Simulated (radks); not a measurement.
The vanadium ion V9+, configuration [Ne] 3s2 3p2. All-electron calculation, scalar-relativistic Kohn-Sham, BLYP, spin-polarised, spherical densities, point nucleus; open shells are filled with parallel spins first. Program: a radial shooting solver on a logarithmic mesh with Libxc functionals. Some entries of the table are withheld. Estimate them.

orbital  occ.  eigenvalue (hartree)  <1/r> (bohr^-1)  r(max) (bohr)
1s up       1             -205.1215            22.84        0.04349
1s down     1             -205.0796            22.84        0.04349
2s up       1             -29.73559            4.826         0.2548
2s down     1             -29.69962            4.827         0.2549
2p up       3             -26.14262            4.731         0.2070
2p down     3             -26.09194            4.731         0.2072
3s up       1                   (1)            1.703            (2)
3s down     1                   (3)            1.698            (4)
3p up       2              -7.97308            1.622         0.7671
3p down     0              -7.77157            1.617         0.7669
3d up       0              -6.42669            1.455         0.6880
3d down     0              -6.25015            1.457         0.6809
4s up       0              -4.14760           0.8252          1.685
4s down     0              -4.10072           0.8153          1.705

Answer. 
(1) 3s up eigenvalue (hartree): -9.00846
(2) 3s up r(max) (bohr): 0.7670
(3) 3s down eigenvalue (hartree): -8.80172
(4) 3s down r(max) (bohr): 0.7668
